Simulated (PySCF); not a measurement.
Sn(OMe)(SiH3) (CH6OSiSn), SMILES [Sn]([SiH3])[O]C (connectivity only; charge and spin as stated), neutral, multiplicity 1.

Geometry optimised at PBE-D3(BJ)/def2-SVP. The structure was generated by enumeration; whether it is a known compound was not checked. The def2 effective core potentials stand for the cores of Sn; spin–orbit coupling is left out. Other conformers were not sampled.

Level of theory: TDDFT-PBE/def2-SVPD in PySCF.

Vertical excitations.  State labels are in the subgroup Cs.

| state | symmetry | energy (eV) | λ (nm) | f | main pairs |
|---|---|---|---|---|---|
| S1 | A" | 2.26 | 549 | 0.003 | HOMO→LUMO 100 % |
| S2 | A" | 3.23 | 383 | 0.004 | HOMO−2→LUMO 99 % |
| S3 | A' | 3.75 | 331 | 0.054 | HOMO−1→LUMO 95 % |
| S4 | A' | 4.29 | 289 | 0.015 | HOMO→LUMO+1 95 % |
| S5 | A" | 4.66 | 266 | 0.000 | HOMO−3→LUMO 100 % |
| S6 | A' | 4.84 | 256 | 0.000 | HOMO−4→LUMO 92 % |
| S7 | A" | 5.20 | 238 | 0.003 | HOMO−1→LUMO+1 99 % |
| S8 | A' | 5.36 | 231 | 0.008 | HOMO→LUMO+3 94 % |
| S9 | A' | 5.38 | 230 | 0.045 | HOMO−2→LUMO+1 85 % |
| S10 | A' | 5.57 | 222 | 0.682 | HOMO→LUMO+2 76 % |
| T1 | A" | 1.66 | 749 | 0 | HOMO→LUMO 99 % |
| T2 | A' | 2.75 | 451 | 0 | HOMO−1→LUMO 100 % |
| T3 | A" | 2.94 | 421 | 0 | HOMO−2→LUMO 99 % |
| T4 | A' | 3.63 | 342 | 0 | HOMO→LUMO+1 98 % |
Triplets are in the Tamm–Dancoff approximation, which puts them higher than full response would, so one can lie above its singlet here.
